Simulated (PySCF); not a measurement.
## NaGe: one state, many levels of theory

State: ⁴Σ⁻ (quartet), unpaired electrons σ ↑, π ↑↑. Set-up: basis Na def2-SVPD, Ge def2-SVPD; no relativity; PySCF 2.14. De refers to Na + Ge in their high-spin ground configurations, without counterpoise correction. The functionals are run spin-unrestricted. A positive dipole means Na(−)Ge(+).

```
      Level  Re (Å)  ωe (cm⁻¹)  De (eV)  μ (D)
        UHF   2.783        210     0.91  -8.26
    UHF-MP2   2.767        214     1.36    n/a
UHF-SCS-MP2   2.769        214     1.20    n/a
        LDA   2.703        207     1.59  -6.12
        PBE   2.760        199     1.38  -6.30
     r²SCAN   2.746        209     1.55  -7.15
      TPSSh   2.751        207     1.45  -7.07
       PBE0   2.742        208     1.36  -6.98
       MN15   2.756        206     1.55  -7.17
  CAM-B3LYP   2.715        212     1.15  -6.96
```

Q: What does a quarter of exact exchange do here, going from PBE to PBE0?

A: PBE0 less PBE: -1.8 pm in Re, +4.5 % in ωe, -0.02 eV in De. Exact exchange removes part of the self-interaction that spreads semilocal densities, and in most molecules shortens and stiffens the bond and lowers De; so it does here.

Q: What does the step from GGA to meta-GGA do here, going from PBE to r²SCAN?

A: r²SCAN less PBE: -1.4 pm in Re, +5.0 % in ωe, +0.17 eV in De. 

Q: What does second-order correlation do here, going from UHF to UHF-MP2?

A: UHF-MP2 less UHF: -1.6 pm in Re, +1.9 % in ωe, +0.45 eV in De. Correlation nearly always deepens the well. The bond shortens, as in weak, metallic or heavy-atom bonds, where dispersion and the correlation of outer-core electrons pull the atoms together.

Correlated steps freeze 10 core orbitals. Correlated levels converge slowly with the basis: in double zeta they bind strong bonds too weakly, by up to about 1 eV, and carry superposition errors of some tenths. Spin–orbit coupling is left out. The state is the lowest determinant that a PBE0 search found; another state may lie lower at other levels.
